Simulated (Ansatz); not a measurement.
Species: sum formula TiOF2, net charge 0, singlet state. 
Structure (B3LYP-D3(BJ)/def2-TZVP (Ansatz, an electronic-structure program) minimum search):
```xyz
4

Ti     0.0115    -0.0412    -0.0197
O      1.4904    -0.5662    -0.3560
F     -0.5834    -0.3731     1.6455
F     -0.7694     0.9771    -1.2808
```

Basis-set convergence of Hartree-Fock and CCSD correlation energies (hartree) with Ansatz. Valence correlation only, unless marked. Spin-orbit coupling is left out. Frozen are the shells of the preceding noble gas and the d and f shells that filled before the atom's block. Non-relativistic.

The T1 diagnostic of CCSD in the largest basis is 0.029, which is high, so the coupled-cluster rows are less sure than usual.

```csv
basis,functions,E(HF),"E(corr, CCSD)"
def2-SVPD,103,-1121.98005,-0.73116
def2-TZVPPD,187,…,…
```

Question: What belongs in the gaps?

Answer: 
- def2-TZVPPD, E(HF): -1122.42228
- def2-TZVPPD, E(corr, CCSD): -0.89172
